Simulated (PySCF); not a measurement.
# Ca (calcium, neutral) across methods

[Ar] 4p2, high-spin 3P determinant (an excited configuration). All numbers are calculated (PySCF 2.14, no relativity, point nucleus, in def2-QZVPPD (11s6p4d3f, 70 functions)).

```csv
method,E (hartree),mean ε 3p α (eV),mean ε 3p β (eV),mean ε 4p α (eV),Σ⟨r²⟩ (bohr²),⟨S²⟩
UHF,-676.60644,-39.082,-38.886,-4.038,76.82,2.000
PBE,-677.187,-30.425,-30.317,-2.674,69.34,2.000
PW91,-677.409,-30.490,-30.381,-2.691,69.23,2.000
revPBE,-677.312,-30.413,-30.320,-2.674,69.40,2.000
r2SCAN,-677.371,-31.246,-31.158,-2.709,70.18,2.000
PBE0,-677.231,-32.860,-32.731,-3.108,70.42,2.000
```

Q: Estimate the same row for LDA.

A: E (hartree) = -675.567; mean ε 3p α (eV) = -30.462; mean ε 3p β (eV) = -30.349; mean ε 4p α (eV) = -2.655; Σ⟨r²⟩ (bohr²) = 69.33; ⟨S²⟩ = 2.000.
